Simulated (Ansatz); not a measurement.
`CCBC[SiH3]` + arsine → `[SiH3]CB[AsH2]` + ethane at 400 K and 1 bar (ligand exchange at a B–C bond).

Program: Ansatz. Geometries: PBE0-D4/def2-TZVP. ΔE: electronic, gas phase. CCSD(T)/CBS adds triple-zeta CCSD(T) − MP2 to the extrapolated MP2 energy (def2 sets, frozen cores). This one scheme is used for every species. For As outer-core shells are correlated without core-valence functions, which leaves a few kJ/mol of doubt a bond. Scalar relativity is left out up to krypton. Each species was taken in one conformer, which may not be the lowest.

| species | CCSD(T)/CBS energy (Eh) | H − E (kJ/mol) | S (J/(mol·K)) |
| --- | --- | --- | --- |
| `CCBC[SiH3]` | -434.65540 | 379.8 | 418.2 |
| `[AsH3]` | -2236.79077 | 72.0 | 234.9 |
| `[SiH3]CB[AsH2]` | -2591.73639 | 247.0 | 402.9 |
| `CC` | -79.71954 | 213.5 | 244.3 |

H − E and S are ideal-gas, rigid-rotor, harmonic terms from PBE0-D4/def2-TZVP, for one conformer and one mirror image of each species. 1 Eh = 2625.50 kJ/mol, R = 8.31446 J/(mol·K).

Q: By hand: ΔE, ΔH, ΔS and ΔG.

A: ΔE = (-2591.73639) + (-79.71954) − (-434.65540) − (-2236.79077) = -0.00976 Eh = -25.6 kJ/mol. Δ(H − E) = 247.0 + 213.5 − 379.8 − 72.0 = 8.7, so ΔH = -16.9 kJ/mol. ΔS = 402.9 + 244.3 − 418.2 − 234.9 = -5.9 J/(mol·K). ΔG = -16.9 − 400 × (-5.9)/1000 = -14.5 kJ/mol.

Q: By hand: the equilibrium constant, and the temperature at which ΔG would vanish if ΔH and ΔS stayed fixed.

A: log₁₀ K = −ΔG/(RT ln 10) = 1.9. ΔG = 0 at ΔH/ΔS = 2864 K, far beyond where these terms or the molecules hold.

The number of gas molecules stays the same, so ΔS is small and ΔH decides. A doubt of 5 kJ/mol in ΔE shifts log₁₀ K by 0.7 here. Other conformers and mirror images would add mixing entropy, several J/(mol·K) or more a flexible species. Modes under 60 cm⁻¹, often nearly free rotors, make the harmonic entropy too high. These are equilibria of isolated gas molecules and say nothing of rates. Largest T1 diagnostic: 0.013 (customary marks: 0.02 for closed shells, 0.045 for open ones).
